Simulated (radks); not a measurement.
Q: These are the eigenvalues of the occupied orbitals of an atom or ion with whole-number occupations (eV). Method: non-relativistic Kohn-Sham, BLYP, spin-polarised, spherical densities, point nucleus; computed with a radial shooting solver on a logarithmic mesh with Libxc functionals.

1s up: -2808.610
1s down: -2808.353
2s up: -314.5972
2s down: -314.3511
2p up: -255.7717
2p down: -255.4298
3s up: -74.2494
3s down: -72.3909
3p up: -60.2452

Which element is it, and in what charge state? The configuration may be excited. Open shells, if any, are filled with parallel spins first.

A: Z = 17, chlorine, charge +4: Cl4+ in [Ne] 3s2 3p1. The list shows which subshells hold electrons but not how many an open one holds; the 1s level, -103.21 hartree, gives Z - s = 14.4 by -(Z - s)^2/2, which with screening narrows Z to a few neighbours, and the depths of the outer levels then fix element, charge and occupations together.
